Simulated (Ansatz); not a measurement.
C$_{2}$H$_{7}$ClFN$_{2}$Ta, SMILES `C[N](C)[Ta](=[NH])([F])[Cl]`, relaxed with RKS PBE0-D4/def2-TZVP in Ansatz from a GFN2-xTB geometry. The force threshold is 0.005 eV/Å; the program also tests the step.

Charge 0, multiplicity 1. Ta takes the def2 core potential.

Start:

```xyz
14

C     0.852    1.411   -0.409
N     0.238    0.111   -0.209
C     0.817   -0.875   -1.099
Ta   -1.165   -0.043    1.176
N    -1.654   -1.759    1.080
F    -0.311    0.485    2.831
Cl   -2.740    1.511    0.868
H     0.458    2.138    0.306
H     0.661    1.782   -1.425
H     1.939    1.348   -0.269
H     0.325   -1.829   -0.924
H     0.683   -0.584   -2.148
H     1.890   -0.985   -0.908
H    -1.993   -2.710    1.131
```

(1) By how much does the energy fall, and how many steps does the optimiser take? (An estimate is asked.)

(2) Which bonds change most? (Best estimate.)

(3) Give the relaxed structure. (An estimate is asked.)

Answers

(1) Ansatz gave: 17.93 kJ/mol, in 9 steps.

(2) Computed: Ta4–Cl7 from 2.234 to 2.327 Å; Ta4–F6 from 1.936 to 1.893 Å; Ta4–N5 from 1.787 to 1.761 Å.

(3) Ansatz gave: 
```xyz
14

C     0.890    1.407   -0.365
N     0.257    0.106   -0.209
C     0.775   -0.875   -1.137
Ta   -1.104   -0.019    1.190
N    -1.602   -1.708    1.148
F    -0.321    0.446    2.849
Cl   -2.869    1.400    0.651
H     0.491    2.135    0.352
H     0.714    1.811   -1.369
H     1.972    1.341   -0.198
H     0.280   -1.832   -0.979
H     0.605   -0.556   -2.172
H     1.856   -1.007   -1.000
H    -1.945   -2.649    1.239
```
